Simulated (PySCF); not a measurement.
He (helium, neutral) across methods

1s1 2s1, high-spin 3S determinant (an excited configuration). Calculation: PySCF 2.14, in dyall-av3z; the spin-free X2C one-electron Hamiltonian (Gaussian nucleus).

```
 method  E (hartree)  mean ε 1s α (eV)  mean ε 2s α (eV)  Σ⟨r²⟩ (bohr²)   ⟨S²⟩
 revPBE      -2.1841           -34.160            -2.716          18.88  2.000
 M06-2X      -2.1701           -39.773            -3.467          18.13  2.000
wB97X-V      -2.1693           -39.587            -4.688          18.71  2.000
    UHF     -2.17111           -46.673            -4.654          18.81  2.000
 r2SCAN      -2.1735           -35.267            -2.696          18.87  2.000
    PBE      -2.1745           -34.064            -2.693          18.80  2.000
   PBE0      -2.1767           -37.256            -3.257          18.83  2.000
    LDA      -2.1176           -33.194            -2.597          18.86  2.000
r2SCANh      -2.1737           -36.400            -2.898          18.84  2.000
```

The outer electron is Rydberg-like, and this basis confines it to a smaller radius and binds it less than a complete one would.
